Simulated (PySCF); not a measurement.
Precursor series metal swap MX4 Cl. All species are isolated molecules in the gas phase.

These are TPSSh-D3(BJ)/def2-TZVP // TPSS-D3(BJ)/def2-SVP run with PySCF 2.14.0 values and carry that method's errors. All candidates: neutral, multiplicity 1. 

| Item | Result |
|---|---|
| HOMO–LUMO gap | 4.02 eV |
| dipole moment | 0.64 D |
| HOMO | -9.00 eV |

Task: Identify which member has these values.
A. [Mo(=O)(Cl)4]
B. [V(=O)(Cl)3]
C. [Nb(=O)(Cl)3]
D. [Hf(Cl)4]

Result: B, [V(=O)(Cl)3]. The others give [Nb(=O)(Cl)3]: 5.20 eV, 1.14 D, -9.07 eV; [Hf(Cl)4]: 6.30 eV, 0.01 D, -8.99 eV; [Mo(=O)(Cl)4]: 2.20 eV, 0.29 D, -8.27 eV
